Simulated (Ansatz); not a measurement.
Mulliken charges of `[Cl][Sn]([Cl])([SeH])[SeH]` from PBE/def2-TZVPP in Ansatz (PBE0-D4/def2-TZVP geometry).

| atom | x (Å) | y (Å) | z (Å) | charge (e) |
| --- | --- | --- | --- | --- |
| Cl1 | -0.686 | -2.601 | -0.428 | -0.307 |
| Sn2 | 0.147 | -0.542 | 0.229 | 0.860 |
| Cl3 | 1.616 | -0.944 | 1.973 | -0.307 |
| Se4 | -1.613 | 0.937 | 1.222 | -0.208 |
| Se5 | 1.293 | 0.348 | -1.812 | -0.208 |
| H6 | -2.229 | 1.106 | -0.103 | 0.085 |
| H7 | 1.534 | 1.627 | -1.127 | 0.085 |

Question: By hand: the dipole of these point charges (1 e Å = 4.8032 D).

Answer: Σ q r = (-0.152, 0.587, -0.259) e Å, of length 0.659 e Å = 3.17 D.

Question: How does the dipole of the full density compare? (An estimate is asked.)

Answer: The calculation gave: (-0.122, 0.470, -0.208) e Å, 2.54 D; the point charges give 1.25 times that, at 0° from its direction.

Point charges leave out the atoms' own dipoles, such as those of lone pairs, and Mulliken's split depends on the basis, so the two needn't agree.
